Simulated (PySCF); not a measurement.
A PySCF script (with the pyscf-properties extension) for the NMR shieldings of SMILES C[S@](=O)/C=C1\COBO1, C$_{4}$H$_{7}$BO$_{3}$S, on a GFN2-xTB geometry:

```python
import basis_set_exchange as bse
import numpy as np
from pyscf import gto, dft
from pyscf.prop import nmr

atoms = """
C     2.715437   -0.212456   -0.244817
S     1.665057    1.089674    0.558766
O     1.167420    0.495759    1.800832
C     0.337732    0.971908   -0.653609
C    -0.817819    0.363422   -0.413579
C    -1.251140   -0.414099    0.805167
O    -2.576448   -0.808770    0.501948
B    -2.886637   -0.353490   -0.724936
O    -1.847861    0.345313   -1.302709
H     3.593800   -0.357270    0.375377
H     3.001954    0.142489   -1.227487
H     2.153088   -1.136142   -0.313721
H     0.508756    1.513705   -1.567352
H    -1.232147    0.192124    1.715337
H    -0.635287   -1.302185    0.976223
H    -3.903505   -0.521038   -1.255354
"""
names = dict.fromkeys(["C", "S", "O", "B", "H"], "pcSseg-1")
basis = {el: gto.basis.parse(bse.get_basis(n, elements=[el], fmt="nwchem")) for el, n in names.items()}
mol = gto.M(atom=atoms, basis=basis, charge=0, verbose=0)
mf = dft.RKS(mol, xc="PBE0")
mf.grids.level = 2
mf.grids.alignment = dft.numint.BLKSIZE   # the property module wants whole blocks of grid points
mf.conv_tol = 1e-9
mf.kernel()

calc = nmr.RKS(mf)   # GIAO
C = mf.mo_coeff
Co = C[:, mf.mo_occ > 0]
resp = mf.gen_response(singlet=True, hermi=2)
def vind(x):   # induced exchange potential for any number of trial vectors
    d = np.einsum("pi,xij,qj->xpq", C, 2 * x.reshape(-1, C.shape[1], Co.shape[1]), Co, optimize=True)
    return np.einsum("xpq,pi,qj->xij", resp(d - d.transpose(0, 2, 1)), C, Co, optimize=True).ravel()
mo1, _ = nmr.rhf.solve_mo1(calc, with_cphf=vind)
sigma = calc.kernel(mo1)
for i, s in enumerate(sigma):   # ppm
    w = np.linalg.eigvalsh((s + s.T) / 2)
    print("%2d %-2s iso %8.1f  s11 %8.1f  s22 %8.1f  s33 %8.1f" % (i, mol.atom_pure_symbol(i), w.mean(), *w))
```

Task: What does it print?

Result: 
```
 0 C  iso    137.2  s11    109.3  s22    120.2  s33    182.2
 1 S  iso    190.7  s11     45.6  s22    101.7  s33    424.8
 2 O  iso    301.6  s11     85.6  s22    325.1  s33    494.1
 3 C  iso     73.6  s11      9.7  s22     90.1  s33    120.9
 4 C  iso     18.7  s11    -77.4  s22     39.0  s33     94.5
 5 C  iso    115.9  s11     92.5  s22     99.5  s33    155.9
 6 O  iso    181.5  s11     20.6  s22    241.6  s33    282.4
 7 B  iso     72.5  s11     52.1  s22     77.5  s33     88.0
 8 O  iso    107.1  s11      7.2  s22     63.0  s33    251.2
 9 H  iso     29.1  s11     26.2  s22     26.7  s33     34.5
10 H  iso     29.8  s11     26.4  s22     27.8  s33     35.2
11 H  iso     29.1  s11     26.4  s22     29.0  s33     31.9
12 H  iso     26.3  s11     24.1  s22     27.1  s33     27.7
13 H  iso     25.9  s11     20.1  s22     26.6  s33     31.1
14 H  iso     26.3  s11     20.9  s22     27.4  s33     30.7
15 H  iso     27.4  s11     24.9  s22     26.3  s33     31.2
```

These numbers come from an equivalent density-fitted implementation of the same equations, which agrees with the script to about 0.01 ppm for H and up to a few tenths of a ppm for heavy atoms, so last digits may differ.

Size and cost of the density-fitted run: 195 basis functions, 74 s wall time on 1 thread of an Intel Xeon, shared host; peak memory 0.85 GiB.
